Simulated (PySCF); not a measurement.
Compound: F3Si(SH), F3HSSi.
Structure used (PBE0-D3(BJ)/def2-TZVP), in Å, numbered top down from 1:
```xyz
6
F3HSSi angstrom
F     -1.098    1.236    0.384
Si    -0.302    0.097   -0.353
F      0.702    0.827   -1.321
F     -1.312   -0.740   -1.219
S      0.645   -1.218    0.965
H      1.390   -0.232    1.498
```

The closed-shell ground state was solved at several levels (PySCF, density fitting, gas phase, non-relativistic). Geometry: PBE0-D3(BJ)/def2-TZVP; no solvent, vibrations or thermal averaging.

```json
{"level": "wB97X-D/pcSseg-2", "basis functions": "208", "total energy (Eh)": "-988.1383", "HOMO (eV)": "-10.49", "LUMO (eV)": "1.49", "gap (eV)": "11.98", "dipole (D)": "1.57"}
{"level": "B97-2/pcSseg-2", "basis functions": "208", "total energy (Eh)": "-988.1746", "HOMO (eV)": "-8.35", "LUMO (eV)": "-0.34", "gap (eV)": "8.01", "dipole (D)": "1.58"}
{"level": "KT3/pcSseg-2", "basis functions": "208", "total energy (Eh)": "-996.8192", "HOMO (eV)": "-7.40", "LUMO (eV)": "-1.30", "gap (eV)": "6.10", "dipole (D)": "1.55"}
```

What might PBE0/pcSseg-2 (208 basis functions) give for the same quantities?

Total energy -987.6835 Eh, HOMO -8.62 eV, LUMO -0.33 eV, gap 8.29 eV, dipole 1.61 D.

Over all these levels, which gives the widest orbital gap and which the narrowest?

wB97X-D/pcSseg-2 (range-separated hybrid) has the widest, 11.98 eV, and KT3/pcSseg-2 (GGA) the narrowest, 6.10 eV. From the narrowest to the widest the HOMO moves by -3.09 eV and the LUMO by +2.79 eV.

In the pcSseg-2 basis, how does the gap go with the fixed share of exact exchange?

KT3 (0 %) 6.10 eV; B97-2 (21 %) 8.01 eV; PBE0 (25 %) 8.29 eV. Each rise in the share widens the gap here.

How far do the dipole and the HOMO energy spread over the levels?

The dipole runs from 1.55 to 1.61 D (mean 1.58 D) and the HOMO from -10.49 to -7.40 eV.

The pairwise dispersion term of wB97X-D wasn't added to the energies; at a given geometry it leaves orbitals and properties as they are.
